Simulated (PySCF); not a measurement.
## In²⁸⁺: ionisation energy

In²⁸⁺ [Ar] 3d3 [3d3/2^3, M_J = 3/2] → In²⁹⁺ [Ar] 3d2 [3d3/2^2, M_J = 2], as a difference of total energies. All numbers are calculated (PySCF 2.14, the two-component X2C-1e Hamiltonian, in an even-tempered Gaussian basis (16 s from 4.3 bohr⁻², ratio 2.8; 12 p from 5.6 bohr⁻², ratio 2.8; 8 d from 5.6 bohr⁻², ratio 2.8; 3 f from 18 bohr⁻², ratio 3)). Correlated levels: [Ne] frozen; the 74 highest virtual spinors dropped. "Screened" scales the spin-orbit matrix elements by Boettger's factors to mimic the two-electron term; Breit and QED terms are absent.

```
                    method  ionisation energy (eV)
           GHF (spin-free)                  1574.3
          GMP2 (spin-free)                  1574.3
 GHF (screened spin-orbit)                  1574.5
GMP2 (screened spin-orbit)                  1574.8
```

Breit and QED terms and the two-electron picture change are absent.

The spin-free rows relax to the high-spin LS determinant and lack the spin-orbit shift.

The labels give the starting determinants; with spin-orbit coupling the two ends relaxed to ⟨J²⟩ = 4.64, ⟨L²⟩ = 10.44, ⟨S²⟩ = 3.00 and ⟨J²⟩ = 6.14, ⟨L²⟩ = 10.77, ⟨S²⟩ = 1.64.

The determinant of In²⁸⁺ mixes levels of different J (the jj label is only the starting occupation), so the difference between spin-free and spin-orbit rows is not the physical spin-orbit shift.

For comparison: 1575 ± 4 eV (theoretical estimate listed by NIST; NIST Atomic Spectra Database, ionization energies).
